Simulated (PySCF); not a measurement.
Molfile (atoms numbered from 1):
```
C2H6N2OSi
     RDKit          3D

 12 11  0  0  0  0  0  0  0  0999 V2000
    1.4791   -1.4971    1.6652 C   0  0  0  0  0  0  0  0  0  0  0  0
    0.8450   -0.8173    0.8783 C   0  0  0  0  0  0  0  0  0  0  0  0
   -0.0858    0.2176   -0.3433 Si  0  0  0  0  0  4  0  0  0  0  0  0
   -0.2858    1.8763    0.0007 N   0  0  0  0  0  0  0  0  0  0  0  0
   -1.6407   -0.4953   -0.3863 N   0  0  0  0  0  0  0  0  0  0  0  0
    0.8468    0.2219   -1.7238 O   0  0  0  0  0  0  0  0  0  0  0  0
    2.0355   -2.0908    2.3690 H   0  0  0  0  0  0  0  0  0  0  0  0
    0.4599    2.5337   -0.1886 H   0  0  0  0  0  0  0  0  0  0  0  0
   -0.9098    2.1882    0.7329 H   0  0  0  0  0  0  0  0  0  0  0  0
   -1.7604   -1.4807   -0.1870 H   0  0  0  0  0  0  0  0  0  0  0  0
   -2.3565   -0.1393   -1.0088 H   0  0  0  0  0  0  0  0  0  0  0  0
    1.4139   -0.5483   -1.8205 H   0  0  0  0  0  0  0  0  0  0  0  0
  1  2  3  0
  2  3  1  0
  3  4  1  0
  3  5  1  0
  3  6  1  0
  1  7  1  0
  4  8  1  0
  4  9  1  0
  5 10  1  0
  5 11  1  0
  6 12  1  0
M  END
```

Geometry: PBE0-D3(BJ)/def2-SVP; GIAO absolute shieldings from PySCF, gas phase, non-relativistic, averaged over equivalent atoms.

At BP86/pcSseg-1 (139 basis functions, 17 s wall time on 1 thread of an Arm Neoverse V1, shared host):
```tsv
atoms	σ (ppm)
C1	88.2
C2	92.0
Si3	391.2
N4/N5	228.1
O6	249.1
H7	29.31
H12	29.91
H8/H9/H10/H11	30.59
```

Question: Predict the values at PBE0/def2-TZVP on the same geometry.

Answer: 
```json
{"atoms": "C1", "σ at PBE0/def2-TZVP": "93.6", "change": "+5.4"}
{"atoms": "C2", "σ at PBE0/def2-TZVP": "95.6", "change": "+3.6"}
{"atoms": "Si3", "σ at PBE0/def2-TZVP": "385.7", "change": "-5.5"}
{"atoms": "N4/N5", "σ at PBE0/def2-TZVP": "232.4", "change": "+4.3"}
{"atoms": "O6", "σ at PBE0/def2-TZVP": "253.4", "change": "+4.3"}
{"atoms": "H7", "σ at PBE0/def2-TZVP": "29.56", "change": "+0.25"}
{"atoms": "H12", "σ at PBE0/def2-TZVP": "30.42", "change": "+0.51"}
{"atoms": "H8/H9/H10/H11", "σ at PBE0/def2-TZVP": "30.90", "change": "+0.31"}
```

The largest change is at Si3 (silicon bonded to C, 2 N, O). Cost: 228 basis functions, 30 s wall time on 1 thread of an Arm Neoverse V1, shared host.
